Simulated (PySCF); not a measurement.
Structure with atom numbers: `[CH3:1][N:2]([CH3:3])[c:4]1[cH:5][cH:6][cH:7][cH:8][n:9]1`. Each H is labelled by its parent atom.

Geometry: PBE0-D3(BJ)/def2-SVP; GIAO shifts from PySCF 2.14.0 with density-fitted response routines, gas phase, non-relativistic, averaged over equivalent atoms.

At PBE/pcSseg-1 (203 basis functions, 76 s wall time on 1 thread of an Arm Neoverse N1, shared host):
```tsv
atoms	δ (ppm)
C4	155.1
C8	150.4
C6	138.6
C7	113.6
C5	104.4
C1/C3	35.7
N9	298.4
N2	93.2
H(C8)	8.12
H(C6)	7.24
H(C7)	6.29
H(C5)	6.06
H(C1)/H(C3)	3.14
```

Scale: ¹³C (180.03 ppm), ¹H (31.20 ppm) against TMS; ¹⁵N (265.06 ppm) against NH3 (reference shieldings calculated alike).

**Question.** Predict the values at PBE0/pcSseg-1 on the same geometry.

**Answer.** 
| atoms | δ at PBE0/pcSseg-1 | change |
| --- | --- | --- |
| C4 | 159.9 | +4.8 |
| C8 | 154.0 | +3.6 |
| C6 | 143.0 | +4.4 |
| C7 | 115.1 | +1.5 |
| C5 | 105.9 | +1.5 |
| C1/C3 | 35.2 | -0.5 |
| N9 | 299.9 | +1.5 |
| N2 | 81.9 | -11.3 |
| H(C8) | 8.25 | +0.13 |
| H(C6) | 7.46 | +0.22 |
| H(C7) | 6.46 | +0.17 |
| H(C5) | 6.15 | +0.09 |
| H(C1)/H(C3) | 3.11 | -0.03 |

Shifts are taken against calculated references (same method and geometry level): ¹³C (184.41 ppm), ¹H (31.27 ppm) against TMS; ¹⁵N (265.67 ppm) vs NH3.

The largest change is at N2 (aniline-type nitrogen). Cost: 203 basis functions, 53 s wall time on 1 thread of an Arm Neoverse N1, shared host. The order of the carbon signals is the same at both levels.

Experimental scales use liquid or dissolved standards, which lie at an offset from isolated NH3 (liquid NH3: subtract about 20 ppm). Unscaled 15N shifts of sp2 nitrogen come out 20 to 40 ppm too high even then.
